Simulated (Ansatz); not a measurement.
Start from `F[C@H]1[SiH2][Ge@@H]1[Cl]` and change one atom or group to get `F[CH]1[SiH2][GeH2]1`.

Ansatz, PBE0-D4/def2-TZVP geometries, multiplicity 1. 

Scalar relativity is left out up to krypton.

| property | `F[C@H]1[SiH2][Ge@@H]1[Cl]` |
| --- | --- |
| LUMO energy (ωB97M-V/def2-TZVPP) / eV | 0.52 |
| LUMO energy (PBE0/def2-TZVPP) / eV | -1.31 |
| size of the dipole moment (PBE/def2-TZVPP) / D | 1.56 |
| LUMO energy (PBE/def2-TZVPP) / eV | -2.18 |
| HOMO energy (PBE0/def2-TZVPP) / eV | -7.09 |
| HOMO energy (B3LYP/def2-TZVPP) / eV | -6.89 |

Question: What does the change do to each property? (An estimate is asked.)

Answer: Computed: 
| property | `F[CH]1[SiH2][GeH2]1` | shift |
| --- | --- | --- |
| LUMO energy (ωB97M-V/def2-TZVPP) / eV | 1.15 | 0.63 |
| LUMO energy (PBE0/def2-TZVPP) / eV | -0.57 | 0.74 |
| size of the dipole moment (PBE/def2-TZVPP) / D | 1.40 | -0.16 |
| LUMO energy (PBE/def2-TZVPP) / eV | -1.39 | 0.79 |
| HOMO energy (PBE0/def2-TZVPP) / eV | -6.89 | 0.20 |
| HOMO energy (B3LYP/def2-TZVPP) / eV | -6.70 | 0.19 |

With PBE0 the HOMO rises by 0.20 eV and the LUMO rises by 0.74 eV, so the gap widens by about 0.54 eV. PBE moves the HOMO by 0.16 eV and ωB97M-V by 0.19 eV. Dipoles are sizes alone; their direction can turn.

B3LYP here is the variant with VWN-RPA as its local correlation; programs differ in this.
